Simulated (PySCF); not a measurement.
# Property card for `C#C[B@@H-](C)[N+]#CCC#N`

Compound: C6H7BN2.
Atom-mapped SMILES: `[CH:1]#[C:2][B@@H-:3]([CH3:4])[N+:5]#[C:6][CH2:7][C:8]#[N:9]` (hydrogens: H10 on C1; H11 on B3; H12, H13, H14 on C4; H15, H16 on C7)

Among its groups: nitrile and alkyne.

From PBE0-D3(BJ)/def2-SVP geometry optimisation, gas phase (PySCF):

```yaml
Point_group: C1
Rotational_constants_A_B_C: 3.610, 0.654, 0.571 GHz
```

wB97X-D/def2-SVPD ground state, ΔSCF and vertical TDDFT (core frozen in the response) (PySCF):

```yaml
Dipole_moment: 6.03 D
HOMO_energy: -8.74 eV
LUMO_energy: 0.07 eV
HOMO–LUMO_gap: 8.81 eV
Lowest_singlet_excitation: 4.96 eV (250 nm, f = 0.004)
Strongest_line_among_the_10_lowest_singlet_transitions: S2 at 5.43 eV (228 nm, f = 0.052)
Lowest_triplet_excitation_Tamm–Dancoff: 4.84 eV
Static_isotropic_polarisability: 99.5 au
Vertical_ionisation_energy: 8.98 eV
Electronic_spatial_extent_⟨r²⟩_about_the_centre_of_nuclear_charge: 1865 bohr²
```

From B97-2/pcSseg-1 ground state and GIAO shieldings, non-relativistic (PySCF):

```yaml
13C_chemical_shifts_computed_TMS_as_zero_by_class: 108.1 (C8), 107.2 (C6), 95.2 (C2), 87.3 (C1), 8.8 (C7), 6.7 (C4) ppm
1H_chemical_shifts_computed_TMS_as_zero_by_class: 3.50 (H16), 3.48 (H15), 2.98 (H11), 1.92 (H10), 0.19 (H12/H13/H14) ppm
Isotropic_shieldings_of_nuclei_other_than_C_and_H_by_class: 126 (B3), -50 (N9), 19 (N5) ppm
```

From B3LYP/pcJ-1 indirect spin-spin coupling, non-relativistic, gas phase; spin–dipole term left out for some pairs (PySCF):

```yaml
Largest_of_the_computed_one-bond_spin–spin_couplings_means_over_like_bonds: 13C–1H +256.1 (C1–H10), 13C–1H +148.8 (C7–H16), 13C–1H +148.6 (C7–H15), 13C–1H +127.6 (C4–H12 and 2 like it), 11B–1H +111.9 (B3–H11), 13C–11B +88.5 (C2–B3), 13C–11B +51.3 (C4–B3), 15N–11B -5.8 (N5–B3) Hz
```

Monoisotopic mass (most abundant isotopes): 118.0702 u.

The largest Löwdin shares of the HOMO are 0.36 on C1, 0.32 on C2, 0.11 on B3 and 0.07 on C4. With B = h/(8π²I), that is 505.379 GHz u Å² over I, the principal moments of inertia are 140.0, 773.3 and 885.8 u Å² (most abundant isotopes). The principal polarisabilities are 72.4, 95.3 and 130.8 au; their mean is the isotropic value. The rotational constants make it an asymmetric top with κ = (2B − A − C)/(A − C) = -0.95, nearer the prolate limit (−1). The vertical singlet–triplet gap S1 − T1 is 0.12 eV (TDDFT singlet less Tamm–Dancoff triplet; S1: HOMO→LUMO, weight 0.85; T1: HOMO→LUMO, weight 0.79). S1 lies 3.85 eV below the HOMO–LUMO gap; its leading configuration is HOMO→LUMO, weight 0.85. In atomic units the dipole is 2.37 e·bohr (1 au = 2.5417 D). A dipole of 6.03 D is allowed in C1, and pure rotational transitions are dipole-allowed.

 NMR classes are plain means over equivalent atoms (diastereotopic ones count apart unless rotation or inversion swaps them), as if these changed places fast; in this geometry the members of some classes differ.
